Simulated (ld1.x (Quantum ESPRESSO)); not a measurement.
**An all-electron radial function and its pseudo partner (Ru)**

Columns: radius, all-electron u(r) and pseudo u(r) of the 5p shell (level -0.91 eV) of ruthenium in the configuration [Ar] 3d10 4s2 4p6 4d7 5s1 5p0; PBE, scalar-relativistic, PAW scheme, ld1.x (Quantum ESPRESSO) 7.5.

```
r (bohr)  all-electron   pseudo
   0.143        0.0089   0.0307
   0.285       -0.0971   0.1112
   0.428       -0.0365   0.2144
   0.570        0.0674   0.3041
   0.713        0.1390   0.3525
   0.855        0.1624   0.3456
   0.998        0.1467   0.2881
   1.140        0.1062   0.1992
   1.283        0.0522   0.1008
   1.425       -0.0062   0.0120
   1.568       -0.0648  -0.0611
   1.710       -0.1200  -0.1198
   1.853       -0.1710  -0.1710
   1.995       -0.2167  -0.2167
   2.138       -0.2574  -0.2574
   2.280       -0.2930  -0.2930
   2.423       -0.3240  -0.3240
   2.565       -0.3506  -0.3506
   2.708       -0.3733  -0.3733
   2.850       -0.3922  -0.3922
   2.992       -0.4078  -0.4078
   3.135       -0.4206  -0.4206
   3.278       -0.4307  -0.4307
   3.420       -0.4383  -0.4383
   3.563       -0.4437  -0.4437
   3.705       -0.4473  -0.4473
```

Question: How many radial nodes do the two functions have?

Answer: The all-electron 5p function has n − l − 1 = 3; the pseudo-wave has 1, since 1 lower shell of the same l stays in the valence.

Question: At about which radius was the pseudo-wave matched?

Answer: 1.85 bohr, where the columns begin to agree (steps of 0.14 bohr).

Question: Is the pseudo-wave norm-conserving?

Answer: No, it belongs to a PAW set: the norm inside the radius is not constrained, and the difference is carried by the augmentation charge.
